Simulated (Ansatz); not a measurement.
Bond stretch in NaBr, singlet.

Methods: RKS-PBE = restricted PBE/cc-pVDZ in Ansatz (an electronic-structure program); UKS-PBE = unrestricted PBE/cc-pVDZ run with Ansatz; UKS-B3LYP = unrestricted B3LYP/cc-pVDZ (Ansatz); FCI = full CI/cc-pVDZ, cores with 3d frozen in Ansatz.

Energies relative to the lowest point of each curve near equilibrium, in kJ/mol; the last columns give the error against full CI:

| R / Å | RKS-PBE | UKS-PBE | UKS-B3LYP | FCI | RKS-PBE − FCI | UKS-PBE − FCI | UKS-B3LYP − FCI |
|---|---|---|---|---|---|---|---|
| 2.02 | 133.3 | 133.3 | 133.0 | 153.3 | -19.9 | -19.9 | -20.3 |
| 2.13 | 69.2 | 69.2 | 68.5 | 81.9 | -12.7 | -12.7 | -13.4 |
| 2.25 | 28.3 | 28.3 | 27.6 | 35.4 | -7.1 | -7.1 | -7.8 |
| 2.39 | 5.7 | 5.7 | 5.3 | 8.4 | -2.7 | -2.7 | -3.1 |
| 2.47 | 0.8 | 0.8 | 0.7 | 1.8 | -0.9 | -0.9 | -1.1 |
| 2.51 | 0.0 | 0.0 | 0.0 | 0.2 | -0.2 | -0.2 | -0.2 |
| 2.59 | 0.9 | 0.9 | 1.2 | 0.0 | 0.9 | 0.9 | 1.2 |
| 2.66 | 4.0 | 4.0 | 4.6 | 2.3 | 1.7 | 1.7 | 2.3 |
| 2.77 | 11.9 | 11.9 | 13.0 | 9.4 | 2.5 | 2.5 | 3.6 |
| 2.92 | 26.8 | 26.8 | 28.5 | 23.8 | 3.0 | 3.0 | 4.8 |
| 3.05 | 41.9 | 41.9 | 44.2 | 39.0 | 2.9 | 2.9 | 5.2 |
| 3.34 | 78.0 | 78.0 | 81.7 | 77.1 | 0.9 | 0.9 | 4.6 |
| 3.73 | 124.2 | 124.2 | 130.1 | 128.9 | -4.7 | -4.7 | 1.1 |
| 4.07 | 158.8 | 158.8 | 166.8 | 170.3 | -11.5 | -11.5 | -3.6 |
| 4.59 | 200.2 | 199.3 | 210.6 | 224.4 | -24.1 | -25.1 | -13.8 |
| 5.01 | 224.7 | 220.8 | 233.7 | 259.8 | -35.1 | -39.0 | -26.1 |
| 5.50 | 245.2 | 237.3 | 251.5 | 292.5 | -47.3 | -55.2 | -40.9 |
| 6.13 | 262.8 | 250.3 | 266.0 | 321.3 | -58.6 | -71.0 | -55.3 |
| 6.89 | 275.9 | 259.6 | 276.6 | 332.2 | -56.3 | -72.6 | -55.6 |
| 7.50 | 282.6 | 264.5 | 282.0 | 333.3 | -50.7 | -68.8 | -51.3 |

RKS-PBE is furthest from FCI at 6.13 (-58.6 kJ/mol, below); its mean absolute error over the points is 17.2 kJ/mol.

UKS-PBE is furthest from FCI at 6.89 (-72.6 kJ/mol, below); its mean absolute error over the points is 20.2 kJ/mol.

UKS-B3LYP is furthest from FCI at 6.89 (-55.6 kJ/mol, below); its mean absolute error over the points is 15.8 kJ/mol.

The restricted form behind RKS-PBE keeps the bonding electrons paired and can't separate into open-shell fragments. The unrestricted determinant behind UKS-PBE, UKS-B3LYP is spin-contaminated at 4.59 to 7.50 Å (<S²> up to 0.6, against 0.00 for a pure singlet).
